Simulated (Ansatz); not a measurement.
Geometry optimisation, RKS B3LYP-D4/def2-SVP (Ansatz 0.2.0).

Input:

```yaml
crystal:
  periodic: [false, false, false]
  atoms:
    - { symbol: Al, position_ang: [0.0, 0.0, 0.0] }
    - { symbol: "N", position_ang: [0.0, 0.0, 2.27] }
    - { symbol: H, position_ang: [-0.877, -0.2713, 2.8] }
    - { symbol: H, position_ang: [0.877, 0.2713, 2.8] }
    - { symbol: F, position_ang: [1.4635, 0.0, -0.845] }
    - { symbol: F, position_ang: [-1.4635, 0.0, -0.845] }
    - { symbol: Br, position_ang: [-0.339, 2.5493, 0.8545] }
    - { symbol: H, position_ang: [-0.1688, 1.2694, 2.0782] }
basis:
  gaussian: { orbitals: def2-SVP }
hamiltonian:
  xc: b3lyp
  dispersion: d4
relax:
  f_tol: 0.15
  max_steps: 25
  restrain:
    - { distance: [0, 6], at: 2.41, k: 30.0 }
    - { distance: [7, 1], at: 1.06, k: 30.0 }
    - { distance: [0, 1], at: 3.12, k: 30.0 }
    - { distance: [7, 6], at: 2.75, k: 30.0 }
```

Run as:

```bash
$ ansatz run input.yaml --threads 2 --pin off --max-ram 3072MiB --backend cpu --events-out ev --progress --plain --runs-dir out
```

Problem. Where does it end, and by what steps?

Solution. The run converged. The restraints hold the end off the free minimum. After 10 steps the energy has fallen by 1.527 eV (the restraints' own energy left out); Al1 moved furthest, 0.75 Å.

| step | energy less start (eV) | largest force component (eV/Å) | accepted |
| --- | --- | --- | --- |
| 0 | 0.0000 | 2.793 | yes |
| 1 | -0.3277 | 3.831 | yes |
| 2 | -0.4862 | 3.832 | yes |
| 3 | -0.7906 | 3.284 | yes |
| 4 | -1.2494 | 2.886 | yes |
| 5 | -0.2610 | 10.984 | no |
| 6 | -1.4672 | 1.510 | yes |
| 7 | -1.5176 | 1.224 | yes |
| 8 | -1.5185 | 1.391 | yes |
| 9 | -1.5141 | 1.449 | no |
| 10 | -1.5266 | 1.370 | yes |

```xyz
8
Properties=species:S:1:pos:R:3
Al -0.070 0.545 -0.510
N -0.041 0.115 2.548
H -0.792 -0.324 3.086
H 0.853 -0.111 2.989
F 1.424 -0.012 -0.938
F -1.416 -0.283 -0.990
Br -0.298 2.743 0.342
H -0.167 1.145 2.585
```

The run took 29 s on 2 threads of Arm Neoverse V2, on a shared host, peak memory 0.25 GiB.
